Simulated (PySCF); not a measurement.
**Correlation energy of As⁺ (arsenic, charge +1)**

[Ar] 3d10 4s2 4p2, high-spin 3P determinant. All numbers are calculated (PySCF 2.14, the spin-free X2C one-electron Hamiltonian (Gaussian nucleus), in Sapporo-DKH3-DZP-2012). Frozen: [Ar] 3d10; 4 electrons correlated.

MP2 pair energies summed by pair of shells (mhartree):

```csv
pair,energy,share (%)
4s-4p,-26.03,60.8
4s-4s,-12.34,28.8
4p-4p,-4.44,10.4
```

Total MP2 correlation energy: -42.81 mhartree.

Same-spin part -7.20 and opposite-spin part -35.61 mhartree; SCS-MP2 scales them by 1/3 and 6/5 to -45.14 mhartree.

```
  level  correlation energy (mhartree)
   CCSD                         -59.04
    (T)                          -0.72
CCSD(T)                         -59.76
```

Diagnostics: T1 = 0.0068, D1 = 0.0190, largest double amplitude 0.093.

Cost of the coupled-cluster step: 0.53 s of wall time on 1 thread of Neoverse-N1 (shared host), for 4 correlated electrons.

Iterations:

```
CC2 = 0
CCSD nocc = (np.int64(3), np.int64(1)), nmo = (29, 29)
frozen orbitals [[0, 1, 2, 3, 4, 5, 6, 7, 8, 9, 10, 11, 12, 13], [0, 1, 2, 3, 4, 5, 6, 7, 8, 9, 10, 11, 12, 13]]
max_cycle = 100
direct = 0
conv_tol = 1e-08
conv_tol_normt = 1e-06
diis_space = 8
diis_start_cycle = 0
Init t2, MP2 energy = -0.0428115874169263
Init E_corr(UCCSD) = -0.0428115874292505
cycle = 1  E_corr(UCCSD) = -0.054001426067473  dE = -0.0111898386  norm(t1,t2) = 0.0463977
cycle = 2  E_corr(UCCSD) = -0.0572579454158781  dE = -0.00325651935  norm(t1,t2) = 0.0168823
cycle = 3  E_corr(UCCSD) = -0.0590423974853329  dE = -0.00178445207  norm(t1,t2) = 0.00724157
cycle = 4  E_corr(UCCSD) = -0.0590327454114057  dE = 9.65207393e-06  norm(t1,t2) = 0.00119421
cycle = 5  E_corr(UCCSD) = -0.0590433898536912  dE = -1.06444423e-05  norm(t1,t2) = 0.00016059
cycle = 6  E_corr(UCCSD) = -0.0590399846159399  dE = 3.40523775e-06  norm(t1,t2) = 2.10012e-05
cycle = 7  E_corr(UCCSD) = -0.0590411907589345  dE = -1.20614299e-06  norm(t1,t2) = 3.79701e-06
cycle = 8  E_corr(UCCSD) = -0.0590408858334396  dE = 3.04925495e-07  norm(t1,t2) = 9.65315e-07
cycle = 9  E_corr(UCCSD) = -0.0590409333521153  dE = -4.75186758e-08  norm(t1,t2) = 1.69401e-07
cycle = 10  E_corr(UCCSD) = -0.0590409280822756  dE = 5.26983976e-09  norm(t1,t2) = 2.76901e-08
UCCSD converged
E(UCCSD) = -2258.677690850918  E_corr = -0.05904092808227556
UCCSD(T) correction = -0.000717850469324014
```
